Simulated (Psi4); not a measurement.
MP2, SCS-MP2 and SOS-MP2 from spin components

System: C2H6ClFOSi (SMILES CCO[SiH](F)Cl), singlet, at a GFN2-xTB geometry. Level: MP2/def2-SV(P) (Psi4). Sums are taken with unrounded values, so a last digit can differ.

Input for Psi4:
```
memory 2 GB

molecule {
0 1
Si    0.49749346   -0.14486714    0.62062428
F     1.77563816   -1.09389207    0.75372675
Cl    1.06777717    1.62155100   -0.12846439
O    -0.40064409   -0.98303901   -0.40654492
C    -1.55568899   -0.67242160   -1.14242633
C    -2.72486268   -0.29423235   -0.24776281
H    -0.05487856   -0.00328357    1.94913431
H    -1.33119363    0.14846940   -1.83310849
H    -1.79348302   -1.56822803   -1.72404230
H    -2.50016079    0.62225720    0.29273983
H    -3.61521187   -0.14124034   -0.85082586
H    -2.91447327   -1.08693751    0.47121067
}

set {
  basis def2-sv(p)
  freeze_core true
}

energy('mp2')
print_variables()
```

It gave an SCF energy of -1001.669822 Eh, a same-spin correlation energy of -0.215835 Eh and an opposite-spin one of -0.615200 Eh.

Q: Work out the MP2, SCS-MP2 (6/5 and 1/3) and SOS-MP2 (1.3 and 0) correlation and total energies.

A: MP2: -0.615200 + (-0.215835) = -0.831035 Eh, total -1002.500858 Eh, as the program printed. SCS-MP2: 1.2 × (-0.615200) + (-0.215835)/3 = -0.810185 Eh, total -1002.480008 Eh. SOS-MP2: 1.3 × (-0.615200) = -0.799760 Eh, total -1002.469582 Eh. Opposite spins carry 74 % of the MP2 correlation; same-spin pairs are already kept apart by exchange.
